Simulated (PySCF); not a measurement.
```xyz
6
charge 0 multiplicity 1, angstrom
Si    0.1206   -0.0068    0.0000
O     1.6269    0.0810    0.0000
O    -0.9297    1.2281    0.0000
O    -0.7659   -1.3512    0.0000
H    -0.5324    2.1035    0.0000
H    -1.7203   -1.2425    0.0000
```

Computed with PySCF, PBE0, basis Si def2-TZVP, O def2-TZVP, H def2-TZVP (no relativity, density fitting).

This geometry of SiO(OH)₂ is a stationary point at this level.

What is the point group?

Cs.

Is it a minimum?

Yes: all harmonic wavenumbers are real.

List the harmonic modes with their infrared intensities.


| symmetry | ω (cm⁻¹) | IR (km/mol) |
| --- | --- | --- |
| a' | 316 | 41.0 |
| a' | 329 | 30.0 |
| a'' | 363 | 0.4 |
| a'' | 411 | 251 |
| a'' | 471 | 53.1 |
| a' | 817 | 82.7 |
| a' | 855 | 88.0 |
| a' | 871 | 176 |
| a' | 1012 | 149 |
| a' | 1326 | 185 |
| a' | 3891 | 148 |
| a' | 3898 | 109 |

Give the atomic charges and bond orders.


```tsv
atom	Mulliken	Löwdin	polar tensor	Mayer order to Si1
Si1	0.78	-0.07	1.66	–
O2	-0.52	-0.20	-0.76	2.16
O3	-0.49	-0.08	-0.79	1.24
O4	-0.47	-0.05	-0.76	1.28
H5	0.35	0.20	0.33	0.03
H6	0.35	0.20	0.32	0.03
```
Other Mayer orders above 0.3: O–H 0.86 (×2).

Only a few start shapes were tried, so a lower isomer may exist. At this level a singlet minimum of C2v symmetry lies 6 kJ/mol below this structure.
